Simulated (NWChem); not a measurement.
System: C3H5N; SMILES C(C#N)C

All runs: NWChem. Pople sets run with spherical d functions. Coordinates come from a PBE0/def2-SVP optimisation. Computed dipoles belong to the equilibrium geometry; the measured one is vibrationally averaged.

Measured dipole moment: 4.02 D (NIST CCCBDB, as tabulated in the package chemicals).

### Question
Which of these levels lies farthest from the measured value, and how do the others fare: B3LYP/def2-SVPD; B3LYP/def2-SVP; B3LYP/6-31+G*; B3LYP/3-21G; B3LYP/aug-cc-pVTZ; B3LYP/def2-TZVP; B3LYP/6-31G*; B3LYP/STO-3G; B3LYP/6-311++G**?

### Answer
B3LYP/STO-3G.
```tsv
level	dipole moment (D)	computed − measured
B3LYP/STO-3G	3.12	-0.90
B3LYP/3-21G	3.67	-0.35
B3LYP/6-31G*	3.89	-0.13
B3LYP/6-31+G*	4.16	+0.14
B3LYP/def2-SVP	3.83	-0.19
B3LYP/def2-SVPD	4.12	+0.10
B3LYP/def2-TZVP	4.12	+0.10
B3LYP/6-311++G**	4.16	+0.14
B3LYP/aug-cc-pVTZ	4.16	+0.14
```
